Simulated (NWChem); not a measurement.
CHCl

```xyz
3

C      1.0579    -0.5466     0.0000
Cl    -0.4752     0.1724     0.0000
H      1.7315     0.3489     0.0000
```
Charge 0, spin multiplicity 1.

Program: NWChem. Structure: optimised with PBE0/def2-SVP, a minimum by its harmonic frequencies.

Symmetry labels belong to the abelian group Cs used in the runs, with the axes of the coordinates shown.

The structure started from a generated list of species.

Task: List the lowest 3 singlet excitations that CIS/aug-cc-pVDZ gives, with oscillator strengths.

Result: 
```tsv
state	symmetry	energy (eV)	wavelength (nm)	f
1	a"	2.13	582	0.007
2	a"	6.68	186	0.005
3	a'	6.92	179	0.022
```
